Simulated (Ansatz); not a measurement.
Dissociation curve of Ga₂, triplet.

Methods: UHF/cc-pVTZ (Ansatz, a quantum-chemistry and plane-wave program); ROCCSD(T) = CCSD(T) on ROHF/cc-pVTZ, cores with 3d frozen (Ansatz); UCCSD(T) = CCSD(T) on UHF/cc-pVTZ, cores with 3d frozen (Ansatz); FCI = full CI/cc-pVTZ, cores with 3d frozen (Ansatz).

Energies are in kcal/mol, each relative to the lowest point of its own curve between 2.55 and 3.33 Å, where full CI is lowest.

| R / Å | UHF | ROCCSD(T) | UCCSD(T) | FCI |
|---|---|---|---|---|
| 2.55 | 2.2 | 1.8 | 1.8 | 1.8 |
| 2.65 | 0.5 | 0.3 | 0.3 | 0.4 |
| 2.76 | 0.0 | 0.0 | 0.0 | 0.0 |
| 2.93 | 1.0 | 1.3 | 1.3 | 1.2 |
| 3.07 | 3.0 | 3.2 | 3.3 | 3.1 |
| 3.33 | 7.6 | 8.0 | 8.3 | 7.7 |
| 3.55 | 10.3 | 12.8 | 13.1 | 11.7 |
| 3.93 | 13.1 | 19.9 | 20.2 | 17.7 |
| 4.32 | 14.6 | 24.2 | 24.3 | 22.3 |
| 4.79 | 15.6 | 26.6 | 26.6 | 25.6 |
| 5.42 | 16.3 | 27.9 | 27.9 | 27.9 |
| 6.11 | 16.6 | 28.5 | 28.5 | 28.9 |
| 7.10 | 16.8 | 28.8 | 28.8 | 29.4 |
| 8.28 | 16.9 | 28.9 | 29.0 | 29.6 |

At the longest distance, 8.28 Å, FCI lies highest above its minimum (29.6 kcal/mol) and UHF lowest (16.9 kcal/mol).

The scan ran from 1.76 to 8.28 Å; beyond the distances shown full CI changes its symmetry label. The T1 diagnostic of CCSD on the restricted reference of ROCCSD(T) exceeds 0.045 at 3.33 to 3.93 Å.
